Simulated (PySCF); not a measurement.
A side-by-side comparison of computed properties.

First species: C4H6FNSi.
SMILES: `C/C([SiH3])=C(/F)C#N`

Second species: C4H6FNSi.
Cartesian coordinates in Å at the GFN2-xTB level; atoms count from 1:
```xyz
13
C4H6FNSi angstrom
N     -1.210   -1.564    2.228
C     -1.290   -1.121    1.179
C     -1.389   -0.540   -0.140
C     -0.806    0.845   -0.131
F     -1.764    1.802   -0.020
C      0.470    1.177   -0.201
Si     1.882   -0.061   -0.336
H     -2.445   -0.494   -0.424
H     -0.847   -1.176   -0.844
H      0.701    2.232   -0.168
H      1.693   -0.839   -1.567
H      1.874   -0.959    0.817
H      3.126    0.700   -0.411
```

Levels: wB97X-D/def2-SVPD for dipole moment, HOMO energy, LUMO energy, HOMO–LUMO gap, static isotropic polarisability and electronic spatial extent ⟨r²⟩ about the centre of nuclear charge; TDDFT wB97X-D/def2-SVPD for lowest singlet excitation; TDA wB97X-D/def2-SVPD for lowest triplet excitation (Tamm–Dancoff); GFN2-xTB for rotational constant A and rotational constant C. Geometries: GFN2-xTB. Each structure is a single optimised conformer of the isolated species, non-relativistic unless stated. Electronic properties by PySCF.

The conformers computed, where there is a choice (atom-mapped SMILES and torsion angles):
- `[N:1]#[C:2][CH2:3]/[C:4]([F:5])=[CH:6]\[SiH3:7]`: C2–C3–C4–F5 -99°

Values for the first species:

- Dipole moment: 3.94 D
- HOMO energy: -9.77 eV
- LUMO energy: -0.10 eV
- HOMO–LUMO gap: 9.67 eV
- Lowest singlet excitation: 5.82 eV
- Lowest triplet excitation (Tamm–Dancoff): 3.53 eV
- Static isotropic polarisability: 81.3 au
- Electronic spatial extent ⟨r²⟩ about the centre of nuclear charge: 1045 bohr²
- Rotational constant A: 3.820 GHz
- Rotational constant C: 1.068 GHz

(1) Estimate the same properties for the second species, and the change in each.

Results:

(1) 
```tsv
property	first	second	second less first
dipole moment	3.94 D	3.50 D	-0.44 D
HOMO energy	-9.77 eV	-9.98 eV	-0.21 eV
LUMO energy	-0.10 eV	0.77 eV	+0.87 eV
HOMO–LUMO gap	9.67 eV	10.75 eV	+1.08 eV
lowest singlet excitation	5.82 eV	6.71 eV	+0.89 eV
lowest triplet excitation (Tamm–Dancoff)	3.53 eV	4.25 eV	+0.72 eV
static isotropic polarisability	81.3 au	76.7 au	-4.6 au
electronic spatial extent ⟨r²⟩ about the centre of nuclear charge	1045 bohr²	1040 bohr²	-5 bohr²
rotational constant A	3.820 GHz	2.416 GHz	-1.404 GHz
rotational constant C	1.068 GHz	1.107 GHz	+0.039 GHz
```

On the first: The dipole matches unit charges of opposite sign 0.82 Å apart (1 e·Å = 4.8032 D). The 8 singlets span 5.82 to 8.18 eV, and their oscillator strengths add up to 0.43.

On the second: No computed singlet falls in the visible range (750 to 380 nm, 1.65 to 3.26 eV); S1 lies 3.45 eV above its blue end. S1 lies 4.04 eV below the HOMO–LUMO gap; its leading configuration is HOMO→LUMO, weight 0.96.
